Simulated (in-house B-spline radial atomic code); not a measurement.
Ionisation energies along the 9-electron series, configuration 1s2 2s2 2p1/2(2) 2p3/2(3), as differences of self-consistent energies. Dirac energy differences include first-order Breit, QED and recoil terms. NIST's values go from ground level to ground level; the uncertainty of those that are theory runs from under 0.1 % in few-electron ions to several per cent in heavy many-electron ones. Computed with a B-spline radial code for spherical atoms: Dirac-Hartree-Fock, jj configuration that fills j = l - 1/2 first, finite nuclei.

A number in brackets counts the electrons of a j subshell.

```
  ion         configuration after  ionisation energy (eV)  IE/(q+1)² (eV)  -ε less Coulomb ΔSCF (eV)  Breit and QED recoil part (eV)  tabulated value (eV)  tabulated kind  computed minus tabulated (eV)
    F  [He] 2s2 2p1/2(2) 2p3/2(2)                    17.2          17.241                     2.4255                      0.00087761              17.42282        measured                           -0.2
  Ne+  [He] 2s2 2p1/2(2) 2p3/2(2)                    41.2          10.293                     2.3319                      -0.0017655              40.96297        measured                            0.2
 Mg3+  [He] 2s2 2p1/2(2) 2p3/2(2)                   110.1          6.8818                     2.3271                       -0.013457              109.2654  semi-empirical                            0.8
 Al4+  [He] 2s2 2p1/2(2) 2p3/2(2)                   155.0          6.1981                     2.4056                       -0.023277              153.8252  semi-empirical                            1.1
 Si5+  [He] 2s2 2p1/2(2) 2p3/2(2)                   206.7          5.7408                      2.547                       -0.036382               205.279  semi-empirical                            1.4
  P6+  [He] 2s2 2p1/2(2) 2p3/2(2)                       ?               ?                          ?                               ?                     ?  semi-empirical                              ?
  S7+  [He] 2s2 2p1/2(2) 2p3/2(2)                   330.6          5.1663                     2.5714                       -0.073878               328.794        measured                            1.8
 Cl8+  [He] 2s2 2p1/2(2) 2p3/2(2)                       ?               ?                          ?                               ?                     ?        measured                              ?
 Ar9+  [He] 2s2 2p1/2(2) 2p3/2(2)                       ?               ?                          ?                               ?                     ?  semi-empirical                              ?
 K10+  [He] 2s2 2p1/2(2) 2p3/2(2)                   567.8          4.6928                     2.5613                        -0.16476                 565.6  semi-empirical                            2.2
Ca11+  [He] 2s2 2p1/2(2) 2p3/2(2)                   660.5          4.5871                     2.5592                         -0.2061                 658.2  semi-empirical                            2.3
```

(1) Fill in the row of P6+.

(2) Fill in the row of Cl8+.

(3) Fill in the row of Ar9+.

(4) How far is this level of theory from the measured and semi-empirical values?

Results:

(1) ionisation energy (eV): 265.2; IE/(q+1)² (eV): 5.413; -ε less Coulomb ΔSCF (eV): 2.5769; Breit and QED recoil part (eV): -0.053053; tabulated value (eV): 263.57; computed minus tabulated (eV): 1.7.

(2) ionisation energy (eV): 402.9; IE/(q+1)² (eV): 4.9738; -ε less Coulomb ΔSCF (eV): 2.5672; Breit and QED recoil part (eV): -0.099087; tabulated value (eV): 400.851; computed minus tabulated (eV): 2.0.

(3) ionisation energy (eV): 481.9; IE/(q+1)² (eV): 4.8194; -ε less Coulomb ΔSCF (eV): 2.5639; Breit and QED recoil part (eV): -0.12909; tabulated value (eV): 479.76; computed minus tabulated (eV): 2.2.

(4) Over those 11 rows the differences run from -0.182 to +2.34 eV (mean absolute value 1.5 eV). The calculation leaves out correlation and, in open shells, the multiplet splittings that an average leaves out.
